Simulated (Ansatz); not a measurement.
Consider the isomerisation: `CC1=C[SiH]1F` → `FC1([SiH3])C=C1`.

Gas-phase electronic energies from Ansatz, PBE0-D4/def2-TZVP geometries. CBS: MP2 limit from def2 TZ/QZ plus the TZ coupled-cluster correction, frozen cores. Functionals use def2-TZVPP. B3LYP here is the variant with VWN-RPA as its local correlation; programs differ in this.

CCSD(T)/CBS gives +3.08 eV.

Question: Another level gave +2.88 eV. Which?
A. MP2/def2-TZVPP
B. CCSD(T)/def2-TZVPP
C. B3LYP-D4/def2-TZVPP
D. PBE/def2-TZVPP

Answer: D. PBE 2.88, B3LYP-D4 2.96, CCSD(T)/def2-TZVPP 3.05, MP2/def2-TZVPP 3.15 eV.

Largest T1 diagnostic among the species: 0.012.

From PBE to PBE0 (25 % exact exchange), in def2-TZVPP and without D4, ΔE moves by +0.11 eV.
